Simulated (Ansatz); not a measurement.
**Molecular dynamics of H$_{8}$OSiSn**

Input file:

```yaml
crystal:
  periodic: [false, false, false]
  atoms:
    - { symbol: Sn, position_ang: [0.015654, 0.112914, -0.131591] }
    - { symbol: O, position_ang: [-0.042891, 0.04336, 2.050006] }
    - { symbol: H, position_ang: [-0.910685, -0.050253, 2.487262] }
    - { symbol: H, position_ang: [1.556963, 0.697122, -0.56581] }
    - { symbol: H, position_ang: [-1.161044, 1.372557, -0.167086] }
    - { symbol: H, position_ang: [-0.592921, -1.243872, -0.979373] }
    - { symbol: Si, position_ang: [1.525676, -2.475801, 1.245088] }
    - { symbol: H, position_ang: [0.658218, -3.659395, 0.911123] }
    - { symbol: H, position_ang: [2.481363, -2.365748, 0.085672] }
    - { symbol: H, position_ang: [2.380908, -2.914086, 2.402949] }
    - { symbol: H, position_ang: [0.519158, -0.941396, 1.980659] }
basis:
  gaussian: { orbitals: def2-SVP }
hamiltonian:
  xc: b3lyp
md:
  timestep: 0.5
  n_steps: 200
  ensemble: nve
  temperature: 100.0
  initial_velocities: maxwell_boltzmann
  seed: 5287
```

Command:

```bash
$ ansatz run input.yaml --threads 2 --pin off --max-ram 3072MiB --backend cpu --events-out ev --progress --plain --runs-dir out
```

It starts at the highest image of a converged band. Of that band: Neighbouring images differ by up to 1.6 eV, so the band resolves the path poorly. A vibrational analysis at the climbing image gives one clearly imaginary mode, 857i cm⁻¹: a first-order saddle point.

Output, in part (one step line in 3, the closing report, with atoms numbered from 0):

```
md step     0: t =     0.00 fs  T =   100.0 K  F+E_penalty+E_count = -15882.37726918 eV  E_kin = 0.116334 eV  conserved = -15882.26093518 eV  (24 SCF iters)
md step     3: t =     1.50 fs  T =    89.9 K  F+E_penalty+E_count = -15882.36548010 eV  E_kin = 0.104642 eV  conserved = -15882.26083837 eV  (25 SCF iters)
md step     6: t =     3.00 fs  T =    70.4 K  F+E_penalty+E_count = -15882.34256305 eV  E_kin = 0.081897 eV  conserved = -15882.26066586 eV  (25 SCF iters)
md step     9: t =     4.50 fs  T =    60.4 K  F+E_penalty+E_count = -15882.33093564 eV  E_kin = 0.070316 eV  conserved = -15882.26061987 eV  (23 SCF iters)
md step    12: t =     6.00 fs  T =    65.7 K  F+E_penalty+E_count = -15882.33715766 eV  E_kin = 0.076432 eV  conserved = -15882.26072539 eV  (25 SCF iters)
md step    15: t =     7.50 fs  T =    74.9 K  F+E_penalty+E_count = -15882.34800713 eV  E_kin = 0.087167 eV  conserved = -15882.26084004 eV  (25 SCF iters)
md step    18: t =     9.00 fs  T =    75.4 K  F+E_penalty+E_count = -15882.34855305 eV  E_kin = 0.087711 eV  conserved = -15882.26084228 eV  (25 SCF iters)
md step    21: t =    10.50 fs  T =    67.0 K  F+E_penalty+E_count = -15882.33868713 eV  E_kin = 0.077953 eV  conserved = -15882.26073416 eV  (25 SCF iters)
md step    24: t =    12.00 fs  T =    62.0 K  F+E_penalty+E_count = -15882.33279638 eV  E_kin = 0.072161 eV  conserved = -15882.26063532 eV  (22 SCF iters)
md step    27: t =    13.50 fs  T =    71.4 K  F+E_penalty+E_count = -15882.34374767 eV  E_kin = 0.083081 eV  conserved = -15882.26066652 eV  (22 SCF iters)
md step    30: t =    15.00 fs  T =    91.6 K  F+E_penalty+E_count = -15882.36741080 eV  E_kin = 0.106610 eV  conserved = -15882.26080109 eV  (25 SCF iters)
md step    33: t =    16.50 fs  T =   108.0 K  F+E_penalty+E_count = -15882.38652346 eV  E_kin = 0.125647 eV  conserved = -15882.26087661 eV  (25 SCF iters)
md step    36: t =    18.00 fs  T =   112.1 K  F+E_penalty+E_count = -15882.39118391 eV  E_kin = 0.130374 eV  conserved = -15882.26080998 eV  (25 SCF iters)
md step    39: t =    19.50 fs  T =   110.6 K  F+E_penalty+E_count = -15882.38935119 eV  E_kin = 0.128640 eV  conserved = -15882.26071140 eV  (25 SCF iters)
md step    42: t =    21.00 fs  T =   114.2 K  F+E_penalty+E_count = -15882.39359208 eV  E_kin = 0.132892 eV  conserved = -15882.26069971 eV  (25 SCF iters)
md step    45: t =    22.50 fs  T =   124.9 K  F+E_penalty+E_count = -15882.40610027 eV  E_kin = 0.145354 eV  conserved = -15882.26074579 eV  (22 SCF iters)
md step    48: t =    24.00 fs  T =   137.7 K  F+E_penalty+E_count = -15882.42097402 eV  E_kin = 0.160188 eV  conserved = -15882.26078607 eV  (25 SCF iters)
md step    51: t =    25.50 fs  T =   147.8 K  F+E_penalty+E_count = -15882.43272682 eV  E_kin = 0.171939 eV  conserved = -15882.26078764 eV  (25 SCF iters)
md step    54: t =    27.00 fs  T =   155.1 K  F+E_penalty+E_count = -15882.44123130 eV  E_kin = 0.180481 eV  conserved = -15882.26075071 eV  (25 SCF iters)
md step    57: t =    28.50 fs  T =   164.0 K  F+E_penalty+E_count = -15882.45151054 eV  E_kin = 0.190788 eV  conserved = -15882.26072252 eV  (25 SCF iters)
md step    60: t =    30.00 fs  T =   177.7 K  F+E_penalty+E_count = -15882.46750258 eV  E_kin = 0.206767 eV  conserved = -15882.26073514 eV  (25 SCF iters)
md step    63: t =    31.50 fs  T =   195.7 K  F+E_penalty+E_count = -15882.48838058 eV  E_kin = 0.227646 eV  conserved = -15882.26073487 eV  (23 SCF iters)
md step    66: t =    33.00 fs  T =   218.1 K  F+E_penalty+E_count = -15882.51447584 eV  E_kin = 0.253763 eV  conserved = -15882.26071241 eV  (24 SCF iters)
md step    69: t =    34.50 fs  T =   246.8 K  F+E_penalty+E_count = -15882.54782066 eV  E_kin = 0.287070 eV  conserved = -15882.26075101 eV  (24 SCF iters)
md step    72: t =    36.00 fs  T =   277.1 K  F+E_penalty+E_count = -15882.58317703 eV  E_kin = 0.322367 eV  conserved = -15882.26081048 eV  (24 SCF iters)
md step    75: t =    37.50 fs  T =   302.6 K  F+E_penalty+E_count = -15882.61279330 eV  E_kin = 0.351977 eV  conserved = -15882.26081654 eV  (24 SCF iters)
md step    78: t =    39.00 fs  T =   322.2 K  F+E_penalty+E_count = -15882.63562763 eV  E_kin = 0.374837 eV  conserved = -15882.26079045 eV  (24 SCF iters)
md step    81: t =    40.50 fs  T =   339.9 K  F+E_penalty+E_count = -15882.65619526 eV  E_kin = 0.395475 eV  conserved = -15882.26072007 eV  (25 SCF iters)
md step    84: t =    42.00 fs  T =   364.9 K  F+E_penalty+E_count = -15882.68511577 eV  E_kin = 0.424478 eV  conserved = -15882.26063741 eV  (25 SCF iters)
md step    87: t =    43.50 fs  T =   405.3 K  F+E_penalty+E_count = -15882.73221490 eV  E_kin = 0.471490 eV  conserved = -15882.26072530 eV  (24 SCF iters)
md step    90: t =    45.00 fs  T =   451.6 K  F+E_penalty+E_count = -15882.78625458 eV  E_kin = 0.525368 eV  conserved = -15882.26088688 eV  (24 SCF iters)
md step    93: t =    46.50 fs  T =   486.9 K  F+E_penalty+E_count = -15882.82732470 eV  E_kin = 0.566450 eV  conserved = -15882.26087464 eV  (24 SCF iters)
md step    96: t =    48.00 fs  T =   512.0 K  F+E_penalty+E_count = -15882.85634388 eV  E_kin = 0.595601 eV  conserved = -15882.26074249 eV  (24 SCF iters)
md step    99: t =    49.50 fs  T =   541.4 K  F+E_penalty+E_count = -15882.89050816 eV  E_kin = 0.629873 eV  conserved = -15882.26063534 eV  (24 SCF iters)
md step   102: t =    51.00 fs  T =   587.6 K  F+E_penalty+E_count = -15882.94424532 eV  E_kin = 0.683591 eV  conserved = -15882.26065399 eV  (24 SCF iters)
md step   105: t =    52.50 fs  T =   647.6 K  F+E_penalty+E_count = -15883.01419710 eV  E_kin = 0.753351 eV  conserved = -15882.26084634 eV  (23 SCF iters)
md step   108: t =    54.00 fs  T =   701.2 K  F+E_penalty+E_count = -15883.07664426 eV  E_kin = 0.815712 eV  conserved = -15882.26093188 eV  (24 SCF iters)
md step   111: t =    55.50 fs  T =   739.5 K  F+E_penalty+E_count = -15883.12111067 eV  E_kin = 0.860328 eV  conserved = -15882.26078252 eV  (24 SCF iters)
md step   114: t =    57.00 fs  T =   777.8 K  F+E_penalty+E_count = -15883.16551361 eV  E_kin = 0.904841 eV  conserved = -15882.26067284 eV  (24 SCF iters)
md step   117: t =    58.50 fs  T =   828.6 K  F+E_penalty+E_count = -15883.22469265 eV  E_kin = 0.964000 eV  conserved = -15882.26069309 eV  (24 SCF iters)
md step   120: t =    60.00 fs  T =   890.6 K  F+E_penalty+E_count = -15883.29680267 eV  E_kin = 1.036032 eV  conserved = -15882.26077017 eV  (24 SCF iters)
md step   123: t =    61.50 fs  T =   953.6 K  F+E_penalty+E_count = -15883.37032821 eV  E_kin = 1.109416 eV  conserved = -15882.26091266 eV  (24 SCF iters)
md step   126: t =    63.00 fs  T =  1003.5 K  F+E_penalty+E_count = -15883.42834775 eV  E_kin = 1.167440 eV  conserved = -15882.26090792 eV  (24 SCF iters)
md step   129: t =    64.50 fs  T =  1042.2 K  F+E_penalty+E_count = -15883.47317441 eV  E_kin = 1.212444 eV  conserved = -15882.26073023 eV  (24 SCF iters)
md step   132: t =    66.00 fs  T =  1088.5 K  F+E_penalty+E_count = -15883.52696451 eV  E_kin = 1.266285 eV  conserved = -15882.26067976 eV  (24 SCF iters)
md step   135: t =    67.50 fs  T =  1148.3 K  F+E_penalty+E_count = -15883.59667638 eV  E_kin = 1.335909 eV  conserved = -15882.26076734 eV  (24 SCF iters)
md step   138: t =    69.00 fs  T =  1212.1 K  F+E_penalty+E_count = -15883.67095626 eV  E_kin = 1.410110 eV  conserved = -15882.26084601 eV  (24 SCF iters)
md step   141: t =    70.50 fs  T =  1269.7 K  F+E_penalty+E_count = -15883.73801231 eV  E_kin = 1.477111 eV  conserved = -15882.26090108 eV  (24 SCF iters)
md step   144: t =    72.00 fs  T =  1316.3 K  F+E_penalty+E_count = -15883.79217526 eV  E_kin = 1.531348 eV  conserved = -15882.26082771 eV  (24 SCF iters)
md step   147: t =    73.50 fs  T =  1360.3 K  F+E_penalty+E_count = -15883.84327440 eV  E_kin = 1.582528 eV  conserved = -15882.26074604 eV  (24 SCF iters)
md step   150: t =    75.00 fs  T =  1410.0 K  F+E_penalty+E_count = -15883.90119328 eV  E_kin = 1.640367 eV  conserved = -15882.26082639 eV  (23 SCF iters)
md step   153: t =    76.50 fs  T =  1457.7 K  F+E_penalty+E_count = -15883.95664859 eV  E_kin = 1.695746 eV  conserved = -15882.26090234 eV  (24 SCF iters)
md step   156: t =    78.00 fs  T =  1494.6 K  F+E_penalty+E_count = -15883.99957859 eV  E_kin = 1.738683 eV  conserved = -15882.26089548 eV  (23 SCF iters)
md step   159: t =    79.50 fs  T =  1520.5 K  F+E_penalty+E_count = -15884.02975347 eV  E_kin = 1.768834 eV  conserved = -15882.26091953 eV  (24 SCF iters)
md step   162: t =    81.00 fs  T =  1534.1 K  F+E_penalty+E_count = -15884.04559334 eV  E_kin = 1.784655 eV  conserved = -15882.26093788 eV  (23 SCF iters)
md step   165: t =    82.50 fs  T =  1533.7 K  F+E_penalty+E_count = -15884.04518257 eV  E_kin = 1.784200 eV  conserved = -15882.26098223 eV  (23 SCF iters)
md step   168: t =    84.00 fs  T =  1514.8 K  F+E_penalty+E_count = -15884.02321754 eV  E_kin = 1.762196 eV  conserved = -15882.26102146 eV  (22 SCF iters)
md step   171: t =    85.50 fs  T =  1474.2 K  F+E_penalty+E_count = -15883.97592249 eV  E_kin = 1.714988 eV  conserved = -15882.26093442 eV  (23 SCF iters)
md step   174: t =    87.00 fs  T =  1420.9 K  F+E_penalty+E_count = -15883.91381323 eV  E_kin = 1.652938 eV  conserved = -15882.26087524 eV  (23 SCF iters)
md step   177: t =    88.50 fs  T =  1361.2 K  F+E_penalty+E_count = -15883.84444791 eV  E_kin = 1.583492 eV  conserved = -15882.26095634 eV  (23 SCF iters)
md step   180: t =    90.00 fs  T =  1288.3 K  F+E_penalty+E_count = -15883.75975786 eV  E_kin = 1.498756 eV  conserved = -15882.26100207 eV  (23 SCF iters)
md step   183: t =    91.50 fs  T =  1197.4 K  F+E_penalty+E_count = -15883.65402278 eV  E_kin = 1.393028 eV  conserved = -15882.26099487 eV  (22 SCF iters)
md step   186: t =    93.00 fs  T =  1089.9 K  F+E_penalty+E_count = -15883.52887759 eV  E_kin = 1.267961 eV  conserved = -15882.26091656 eV  (26 SCF iters)
md step   189: t =    94.50 fs  T =   976.4 K  F+E_penalty+E_count = -15883.39661235 eV  E_kin = 1.135891 eV  conserved = -15882.26072144 eV  (23 SCF iters)
md step   192: t =    96.00 fs  T =   877.9 K  F+E_penalty+E_count = -15883.28193018 eV  E_kin = 1.021265 eV  conserved = -15882.26066510 eV  (22 SCF iters)
md step   195: t =    97.50 fs  T =   800.8 K  F+E_penalty+E_count = -15883.19235893 eV  E_kin = 0.931556 eV  conserved = -15882.26080321 eV  (22 SCF iters)
md step   198: t =    99.00 fs  T =   732.3 K  F+E_penalty+E_count = -15883.11272995 eV  E_kin = 0.851899 eV  conserved = -15882.26083112 eV  (22 SCF iters)
md step   200: t =   100.00 fs  T =   689.1 K  F+E_penalty+E_count = -15883.06243927 eV  E_kin = 0.801676 eV  conserved = -15882.26076301 eV  (25 SCF iters)
Total energy: -15883.06273795 eV, -583.6917896929 hartree
Atom 0 at     0.150297    -0.127034    -0.199641 Å, force    -2.804944     4.868104    -1.497270 eV/Å
Atom 1 at    -0.202272     0.547360     3.306396 Å, force    -0.197327    -0.155782     0.267381 eV/Å
Atom 2 at    -1.139893     0.362967     3.127740 Å, force     0.211734     0.093438     0.092751 eV/Å
Atom 3 at     0.216037     1.323434     0.752068 Å, force     0.091902    -0.106754    -0.268299 eV/Å
Atom 4 at    -1.501870    -0.597659     0.006501 Å, force    -0.169368     0.134577    -0.222336 eV/Å
Atom 5 at     0.372758     0.369808    -1.828980 Å, force     0.078101    -0.199368     0.007639 eV/Å
Atom 6 at     1.157567    -1.890371     0.720774 Å, force     2.444087    -4.504501     1.569446 eV/Å
Atom 7 at     0.068662    -2.925638     0.774364 Å, force     0.203827     0.032749     0.311894 eV/Å
Atom 8 at     2.108703    -2.434401    -0.287818 Å, force     0.274863    -0.166868     0.054680 eV/Å
Atom 9 at     1.870199    -1.735610     2.017185 Å, force    -0.090347     0.017446     0.040786 eV/Å
Atom 10 at    -0.133300     0.479421     4.275487 Å, force    -0.042529    -0.013039    -0.356673 eV/Å
Dipole moment:    -0.137113    -0.078348     0.418860 e Å
```

All steps were run. The conserved energy stayed within 0.03 meV per atom of its start (net change 0.016 meV per atom), so the integration is sound. The kinetic energy rose, since the run started high on the potential surface and went downhill. It ends in pieces (H2O + H6SiSn), so much of that is their flight and rotation, not heat. A run of 0.1 ps of so small a system gives no equilibrium averages. The orbitals stay closed-shell, which can raise the energy where a bond breaks towards radicals; this wasn't checked here.

Between its relaxed ends the band would form Sn1–Si7, O2–H11 and break Sn1–O2, Si7–H11. These pairs go: Sn1–Si7 3.30 → 2.23 Å, O2–H11 1.14 → 0.97 Å, Sn1–O2 2.18 → 3.59 Å, Si7–H11 1.98 → 4.46 Å. In the last frame they stand as after the step (other bonds may differ from the relaxed reactants and products). It ends as H2O + H6SiSn. Pairs count as bonded within 1.25 times the sum of covalent radii (0.12 Å more for H–H).

Last frame:

```xyz
11
Properties=species:S:1:pos:R:3
Sn 0.150 -0.127 -0.200
O -0.202 0.547 3.306
H -1.140 0.363 3.128
H 0.216 1.323 0.752
H -1.502 -0.598 0.006
H 0.373 0.370 -1.829
Si 1.158 -1.890 0.721
H 0.069 -2.926 0.774
H 2.109 -2.434 -0.288
H 1.870 -1.736 2.017
H -0.133 0.479 4.276
```

Run time: 3.7 min on 2 threads of AMD EPYC 9R45 96-Core Processor (Zen 5) (shared host), peak memory 0.23 GiB.
